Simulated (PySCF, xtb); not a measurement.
CH5FN2Si2, SMILES [SiH2]1N=C[Si@@H](F)N1.

xtb with GFN2-xTB at its own geometry gives an orbital gap of 2.08 eV and a dipole moment of 2.04 D.

Geometry optimised at r2SCAN-D4/def2-SVP. The structure was generated by enumeration; whether it is a known compound was not checked.

Problem. What does PBE0/def2-TZVP (PySCF) give? (An estimate is asked for; the answer gives what the named calculation found.)

Solution. gap 5.47 eV (levels -7.06 and -1.59 eV), dipole 2.02 D.
